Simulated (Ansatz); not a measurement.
CH4FNOSn, 9 atoms. Charge 0, multiplicity 1. Correlated methods include outer-core shells of Sn, which these sets cover unevenly. Sn: def2 effective core potential. The bonds changed during the relaxation, so this is another structure than the one it started from. All runs use 4 threads of a server CPU on a shared host. Correlated methods freeze the cores.

(1) How many basis functions does each run have, and how long does it take in Ansatz? direct RPA on PBE orbitals/def2-TZVPP energy; RKS PBE0-D4/def2-SVP energy; RKS r2SCAN-D4/def2-TZVPP energy and forces; RKS ωB97M-V/def2-QZVPP energy; RKS PBE0-D4/def2-QZVPP energy; RKS SPW92 (LDA)/def2-TZVPP energy; RKS revPBE-D4/def2-TZVPP energy; RKS PBE0-D4/def2-TZVP relaxation (20 steps); RKS PBE0-D4/def2-TZVP frequencies; RKS ωB97M-V/def2-SVP energy; RKS ωB97X-V/def2-TZVPP energy; RHF-MP2/def2-QZVPP energy. (An estimate is asked.)

Results:

(1) The calculation gave: Other jobs shared the machine, so times are rough.

| level | job | functions | wall time | peak host memory (GiB) |
| --- | --- | --- | --- | --- |
| RKS PBE0-D4/def2-SVP | energy | 102 | 0.85 s | 0.23 |
| RKS SPW92 (LDA)/def2-TZVPP | energy | 230 | 0.9 s | 0.29 |
| RKS revPBE-D4/def2-TZVPP | energy | 230 | 1.4 s | 0.3 |
| RKS r2SCAN-D4/def2-TZVPP | energy and forces | 230 | 2.4 s | 0.33 |
| RKS ωB97M-V/def2-SVP | energy | 102 | 2.7 s | 0.34 |
| RKS ωB97X-V/def2-TZVPP | energy | 230 | 3.7 s | 0.69 |
| direct RPA on PBE orbitals/def2-TZVPP | energy | 230 | 4.3 s | 0.62 |
| RKS PBE0-D4/def2-QZVPP | energy | 430 | 4.4 s | 1.4 |
| RKS ωB97M-V/def2-QZVPP | energy | 430 | 8 s | 1.7 |
| RHF-MP2/def2-QZVPP | energy | 430 | 12 s | 2.2 |
| RKS PBE0-D4/def2-TZVP | relaxation (20 steps) | 198 | 41 s | 0.54 |
| RKS PBE0-D4/def2-TZVP | frequencies | 198 | 80 s | 0.55 |
